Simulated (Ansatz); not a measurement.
`O[SiH2][AlH][F]` + CH₃SH → `C[S][AlH][F]` + silanol at 700 K and 1 bar (cleavage of the Al–Si bond).

Gas-phase electronic energies from Ansatz, PBE0-D4/def2-TZVP geometries. CCSD(T)/CBS adds triple-zeta CCSD(T) − MP2 to the extrapolated MP2 energy (def2 sets, frozen cores). This one scheme is used for every species. Each species was taken in one conformer, which may not be the lowest.

```csv
species,CCSD(T)/CBS energy (Eh),H − E (kJ/mol),S (J/(mol·K))
`O[SiH2][AlH][F]`,-708.57101,177.5,454.7
CH₃SH,-438.22835,160.2,309.0
`C[S][AlH][F]`,-780.15488,192.6,427.7
`O[SiH3]`,-366.69042,144.6,321.6
```

H − E and S are ideal-gas, rigid-rotor, harmonic terms from PBE0-D4/def2-TZVP, for one conformer and one mirror image of each species. 1 Eh = 2625.50 kJ/mol, R = 8.31446 J/(mol·K).

By hand: ΔE, ΔH, ΔS and ΔG.

ΔE = (-780.15488) + (-366.69042) − (-708.57101) − (-438.22835) = -0.04594 Eh = -120.6 kJ/mol. Δ(H − E) = 192.6 + 144.6 − 177.5 − 160.2 = -0.5, so ΔH = -121.1 kJ/mol. ΔS = 427.7 + 321.6 − 454.7 − 309.0 = -14.4 J/(mol·K). ΔG = -121.1 − 700 × (-14.4)/1000 = -111.0 kJ/mol.

By hand: the equilibrium constant, and the temperature at which ΔG would vanish if ΔH and ΔS stayed fixed.

log₁₀ K = −ΔG/(RT ln 10) = 8.3. ΔG = 0 at ΔH/ΔS = 8410 K, far beyond where these terms or the molecules hold.

The number of gas molecules stays the same, so ΔS is small and ΔH decides. A doubt of 5 kJ/mol in ΔE shifts log₁₀ K by 0.4 here. Other conformers and mirror images would add mixing entropy, several J/(mol·K) or more a flexible species. Modes under 60 cm⁻¹, often nearly free rotors, make the harmonic entropy too high. These are equilibria of isolated gas molecules and say nothing of rates. Largest T1 diagnostic: 0.013 (customary marks: 0.02 for closed shells, 0.045 for open ones).
